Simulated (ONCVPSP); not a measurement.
Pseudopotential generation for tungsten: ONCV, PBE, fully relativistic.

```
Element                 : W (Z = 74)
Generator               : ONCVPSP 4.0.1
Type                    : optimised norm-conserving Vanderbilt (ONCV)
Functional              : PBE
Relativity              : fully relativistic
Frozen core             : [Kr] 4d10 4f14
Valence charge          : 14
Reference configuration : 5s2 5p6 5d4 6s2
Partial waves           : 5s+6s: rc 1.60 bohr, ncon 5, nbas 9, qcut 7.1 1/bohr, 2 projectors; 5p: rc 2.00 bohr, ncon 4, nbas 9, qcut 5.4 1/bohr, 1 projector; 5d: rc 2.75 bohr, ncon 4, nbas 9, qcut 6.2 1/bohr, 2 projectors, debl 1.1 Ha
Local potential         : polynomial inside 1.25 bohr (lpopt 5, dvloc0 0 Ha)
Core correction         : Teter function, fcfact 4.5, rcfact 1.7
```

Open shells are filled in proportion to 2j + 1.

Results:

* Cutoffs needed: 22 Ha and 45 Ha (the cutoffs (Ha) at which the residual kinetic energy of the hardest occupied pseudo-wave falls to 1 and 0.1 mHa per electron)
* Ghost test: no bound ghost flagged; GHOST(+) flagged for s at 186.8 eV
* Largest excitation error: +242 meV (all-electron minus pseudo) for 5s2 5p6 5d4 6s0 6p2, out of 4 test configurations
* rms error of d²Exc/dni dnj: 8.79 mHa without and 1.49 mHa with the model core

Generation and tests took about 7.3 s on one core of a shared server CPU.
